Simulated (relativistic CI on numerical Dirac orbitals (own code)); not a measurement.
## Yb19+: sensitivity of the levels to the model

Base calculation: Dirac-Coulomb-Breit CI, orbitals from a KLI potential per configuration, a model potential for QED, unscaled Slater integrals.

Configurations in the expansion (outside the closed core [Ar] 3d10 4p6 4d10): 4s2 4f5, 4s2 4f4 5s, 4s2 4f3 5s2, 4s2 4f4 5p, 4s2 4f3 5s 5p, 4s2 4f3 5p2, 4s2 4f4 6s, 4s 4f6. Levels of other configurations are missing.

Variants: (1) one mean potential for all configurations; (2) non-relativistic limit. Shifts of the energy above 4s2 4f5 6H°_5/2, in cm⁻¹, for the lowest level and the first level of each name with at least 55 % of one term (blank where a level changes its place among those of its configuration and J or its character, or is not in the variant):

```tsv
Level	Base	Δ(1)	Δ(2)
4s2 4f5 6H°_5/2	0.0	0.0	0.0
4s2 4f5 6H°_7/2	4897.8	-189.2	-4897.8
4s2 4f5 6H°_9/2	10012.5	-343.9	-10012.5
4s2 4f5 6H°_11/2	15047.6	-454.7	-15047.6
4s2 4f5 6F°_1/2	17949.3	-60.0	-6240.2
4s2 4f5 6F°_3/2	18145.8	-4.2	-6436.7
4s2 4f5 6F°_5/2	19239.1	+49.5	-7529.9
4s2 4f5 6H°_13/2	19860.8	-524.2	-19860.7
4s2 4f5 6F°_7/2	23293.1	-124.0	-11583.9
4s2 4f5 6H°_15/2	24259.4	-538.8	-24259.4
4s2 4f5 6F°_9/2	28394.7	-281.5	-16685.6
4s2 4f5 6F°_11/2	33787.0	-399.4	-22077.9
4s2 4f5 4M°_15/2	42152.4	+493.3	
4s2 4f5 4F°_3/2	42626.0	+312.3	-1710.5
```

At this charge energies of transitions that change n are usually good to better than 1 %, and those within a shell (Δn = 0) to a few per cent. Terms inside the open d or f shell come out 10 to 20 % too wide with unscaled integrals.

Ionisation energy from the two ground configurations alone: base 487.287 eV. The NIST ASD value (theoretical) is 505 eV. The gap of more than 2 % comes from missing correlation, or from a tabulated value that is itself an estimate.

LS names give the leading component of a level, which can be under half, so a name can repeat, a term be missing and a line seem to break the LS rules.
